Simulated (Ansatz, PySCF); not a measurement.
Molecule: HO, net charge 1, triplet state. 
Geometry from a B3LYP-D3(BJ)/def2-TZVP (Ansatz, an electronic-structure program) optimisation:
SMILES: [OH+]
```xyz
2

O      0.0000     0.0000    -0.1156
H      0.0000     0.0000     0.9251
```
Charge +1, spin multiplicity 3.

Total electronic energies in hartree. Cores are frozen in the correlated levels unless marked. UHF or UKS for open shells. No spin-orbit coupling. Non-relativistic. CBS(X,Y): correlation extrapolated as X^-3; Hartree-Fock from the larger set (for Q and 5 zeta extrapolated as (X+1)exp(-9√X)).

| level | program | energy (Eh) |
|---|---|---|
| HF/cc-pVDZ | Ansatz | -74.98296 |
| M06-L-D4/def2-TZVPD | PySCF + dftd4 | ___ |
| r2SCAN-D3(BJ)/def2-TZVPD | Ansatz + dftd3 | ___ |
| HSE06/def2-TZVPD | Ansatz | -75.20640 |
| RPA@PBE/cc-pVQZ | Ansatz | ___ |
| MP2/cc-pV5Z | Ansatz | -75.17261 |
| CCSD/aug-cc-pVDZ | Ansatz | -75.11610 |
| CCSD/cc-pVQZ | Ansatz | -75.18291 |
| CCSD(T)/CBS(cc-pVQZ,cc-pV5Z) | Ansatz | -75.1967 |

Task: Some entries are withheld; supply them.

Result: 
- M06-L-D4/def2-TZVPD, energy (Eh): -75.28302
- r2SCAN-D3(BJ)/def2-TZVPD, energy (Eh): -75.25154
- RPA@PBE/cc-pVQZ, energy (Eh): -75.29947
